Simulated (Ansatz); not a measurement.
Born–Oppenheimer molecular dynamics of CH$_{5}$BSi$_{2}$ (9 atoms, charge 0, multiplicity 1). It goes on from the last frame of an earlier run, with new velocities.

Computed with Ansatz, RKS PBE0/6-31G*.

- ensemble: NVE (velocity Verlet)
- time step: 1 fs
- steps asked: 100
- starting velocities drawn for: 400 K
- seed: 299119

First frame:

```xyz
9
Properties=species:S:1:pos:R:3
B 0.554 1.401 -0.384
C 0.434 0.068 0.132
Si 2.120 0.292 0.462
Si -0.841 -1.217 0.159
H -0.080 2.194 -0.977
H 1.578 2.041 -0.086
H -1.940 -1.043 -1.009
H -0.247 -2.469 -0.049
H -1.529 -0.963 1.456
```

Q: How far do the bonds stretch over the last three quarters of this one trajectory? (Pairs bonded in most of those frames.)

A: 
```json
{"bond": "B1–C2", "mean (Å)": "1.475", "spread (Å)": "0.036", "shortest": "1.41", "longest": "1.54"}
{"bond": "B1–Si3", "mean (Å)": "2.131", "spread (Å)": "0.069", "shortest": "2.00", "longest": "2.24"}
{"bond": "B1–H5", "mean (Å)": "1.197", "spread (Å)": "0.018", "shortest": "1.17", "longest": "1.23"}
{"bond": "B1–H6", "mean (Å)": "1.287", "spread (Å)": "0.043", "shortest": "1.22", "longest": "1.38"}
{"bond": "C2–Si3", "mean (Å)": "1.762", "spread (Å)": "0.025", "shortest": "1.70", "longest": "1.79"}
{"bond": "C2–Si4", "mean (Å)": "1.846", "spread (Å)": "0.026", "shortest": "1.79", "longest": "1.88"}
{"bond": "Si4–H7", "mean (Å)": "1.504", "spread (Å)": "0.076", "shortest": "1.39", "longest": "1.61"}
{"bond": "Si4–H8", "mean (Å)": "1.511", "spread (Å)": "0.082", "shortest": "1.39", "longest": "1.63"}
{"bond": "Si4–H9", "mean (Å)": "1.497", "spread (Å)": "0.023", "shortest": "1.46", "longest": "1.53"}
```

Mean temperature of the second half: 434 K. The conserved energy stayed within 0.91 meV per atom of its start (net change -0.85 meV per atom), so the integration is sound. A run of 0.1 ps of so small a system gives no equilibrium averages.

Time of the run: 5.5 min on 1 CPU thread of a shared host.
